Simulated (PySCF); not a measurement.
**TDDFT excited states: C7H13Al**

Compound: C7H13Al.
SMILES: `C1[CH2][AlH][C@@H](C2CC2)C1`

Method used: PySCF 2.14.0, density-fitted response routines, TDDFT B3LYP/def2-SVPD, vertical, gas phase, core orbitals frozen in the response. One conformer (not necessarily the lowest) at the PBE0-D3(BJ)/def2-SVP geometry, without solvent, vibrations or thermal averaging.

Q: What does the calculation give for the low-lying excited states?

A: 

| state | E (eV) | E (hartree) | f | \|μ\| (D) | main configurations (H = HOMO, L = LUMO) |
| --- | --- | --- | --- | --- | --- |
| S1 | 3.96 | 0.1454 | 0.0015 | 0.31 | H→L (99%) |
| S2 | 4.99 | 0.1834 | 0.0004 | 0.15 | H-1→L (98%) |
| S3 | 5.53 | 0.2030 | 0.017 | 0.90 | H→L+1 (98%) |
| S4 | 5.80 | 0.2130 | 0.0002 | 0.10 | H-2→L (98%) |
| S5 | 6.08 | 0.2233 | 0.039 | 1.31 | H→L+2 (96%) |
| S6 | 6.30 | 0.2317 | 0.0070 | 0.54 | H→L+3 (85%), H→L+5 (10%) |
| S7 | 6.37 | 0.2342 | 0.0013 | 0.23 | H-3→L (45%), H→L+5 (36%), H→L+3 (10%) |
| S8 | 6.41 | 0.2357 | 0.0098 | 0.63 | H-3→L (48%), H→L+5 (46%) |
| S9 | 6.53 | 0.2401 | 0.036 | 1.20 | H→L+4 (65%), H-4→L (26%) |
| S10 | 6.58 | 0.2418 | 0.031 | 1.12 | H-4→L (71%), H→L+4 (22%) |

Triplets (Tamm–Dancoff): T1 3.74 eV, H→L (98%); T2 4.68 eV, H-1→L (97%); T3 5.29 eV, H→L+1 (87%); T4 5.75 eV, H-2→L (86%), H→L+2 (9%).

The lowest singlet lies at 3.96 eV (313 nm, ultraviolet) and is very weak; its leading configuration is HOMO→LUMO (99%). The strongest level in the table is S5 at 6.08 eV (204 nm, f = 0.039). Löwdin shares by element: HOMO carbon 49% or more, aluminium 15% (atoms not listed hold the other 36%); LUMO aluminium 56%, carbon 18% or more, hydrogen 11% or more. Weighted by f, the mean energy of these states is 6.25 eV. The oscillator strengths of these states sum to 0.144; summed over the whole spectrum of an exact calculation they would give the number of electrons, 68 (Thomas–Reiche–Kuhn). The listed states span 2.62 eV, and the widest gap between neighbours is 1.03 eV (S1 to S2). The vertical ionisation energy (ΔSCF) is 8.14 eV, 1.56 eV above S10. Singlets were solved by full linear response, triplets in the Tamm–Dancoff approximation.
